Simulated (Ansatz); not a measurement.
Cartesian coordinates in Å:
```
C 0.9292 0.2131 1.3891
C 0.7373 -0.1648 -0.0794
B -0.7600 -0.3666 -0.5017
N -1.3579 0.3011 -1.5627
Cl -1.7788 -1.5198 0.4060
H 1.9879 0.3055 1.6418
H 0.4494 1.1677 1.6202
H 0.4914 -0.5401 2.0471
H 1.2660 -1.1061 -0.2768
H 1.2092 0.5859 -0.7238
H -2.3147 0.1551 -1.8351
H -0.8592 0.9690 -2.1247
```

Charge 0, multiplicity 1.

(1) List the CAM-B3LYP/def2-TZVPP orbital energies in eV (the Gaussian-basis code of Ansatz). (An estimate is asked.)

Answers

(1) Ansatz gave: Occupied: -2763.79, -391.63, -278.41, -278.22, -258.59, -197.63, -197.52, -197.49, -186.42, -26.31, -24.29, -22.74, -18.98, -16.21, -16.00, -14.19, -13.65, -12.43, -11.98, -11.21, -10.77, -10.71, -9.75, -9.62. Lowest empty: 1.45, 1.73, 2.65, 2.82, 3.24, 3.85, 4.05, 4.15.
